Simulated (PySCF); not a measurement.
# Exact simulation of a proton spin system

Molecule: `CCB(N)CC`, C4H12BN.

Cartesian coordinates in Å; atom numbers follow the order of the lines, from 1:
```xyz
18

B    -0.4401   -0.7354   -0.0312
C     1.1442   -0.7697   -0.1531
C     1.8853   -0.0060    0.9429
H     1.4045   -0.3300   -1.1353
H     1.5100   -1.8114   -0.1970
H     2.9787   -0.0471    0.8132
H     1.6013    1.0582    0.9601
H     1.6614   -0.4129    1.9424
C    -1.2179    0.6316    0.1913
C    -0.8838    1.7110   -0.8387
H    -0.9539    1.0047    1.1993
H    -2.3097    0.4656    0.2175
H    -1.4304    2.6491   -0.6508
H     0.1904    1.9549   -0.8384
H    -1.1385    1.3867   -1.8608
N    -1.1624   -1.9293   -0.1348
H    -2.1724   -1.9708   -0.0910
H    -0.7231   -2.8324   -0.2580
```

One averaged value for each set of equivalent atoms, non-relativistic, no solvent model, a single conformation. Geometry from PBE0-D3(BJ)/def2-SVP; B3LYP/pcJ-1 coupling constants (spin–dipole term only in couplings to heteroatoms); KT2/pcSseg-1 with gauge-including orbitals; PySCF.

Chemical shifts δ = σref − σ; TMS for 1H (31.18 ppm), all at this level.

Shifts (ppm): H4/H5 0.71, H6/H7/H8 0.98.
Couplings (Hz): H4–H5: -15.7; H4–H6, H4–H7, H4–H8, H5–H6, H5–H7, H5–H8: 9.1; H6–H7, H6–H8, H7–H8: -14.0.

The 5-spin Hamiltonian (Zeeman plus full scalar coupling among like nuclei) was diagonalised exactly; lines are Lorentzian, 0.7 Hz wide, and the maxima above 3 % are listed with the tallest set to 100.

(1) Give the 1H peak list of this spin system at 80 MHz.

(2) And at 700 MHz?

(3) Among coupled protons with different shifts, which pair is furthest from first order, and how does the field change that?

Answers

(1) 
Hz from δ = 0 (height): 93.0 (6), 89.0 (7), 87.7 (16), 85.2 (12), 82.1 (9), 78.5 (100), 73.4 (38), 72.6 (53), 71.2 (65), 66.7 (41), 65.0 (29), 60.7 (43), 59.9 (43), 52.9 (19), 50.2 (21), 43.9 (7), 39.1 (4)

(2) 
Hz from δ = 0 (height): 695.3 (43), 686.1 (100), 677.2 (54), 510.6 (17), 510.0 (16), 501.4 (50), 492.3 (45), 483.4 (12), 482.8 (12)

(3) H4 and H6: Δν/J is about 2.4 at 80 MHz (strongly coupled) and 20.8 at 700 MHz (close to first order). J in Hz doesn't depend on the field, while Δν in Hz grows in proportion to it. The system also holds chemically equivalent protons that couple differently to a partner (AA′BB′ or AA′XX′ type), and that part stays second order at any field.

OH/NH shifts are gas-phase values; hydrogen bonding in solution moves them, usually downfield. Unscaled 3J(H,H) at this level run about 10 % above measured values.
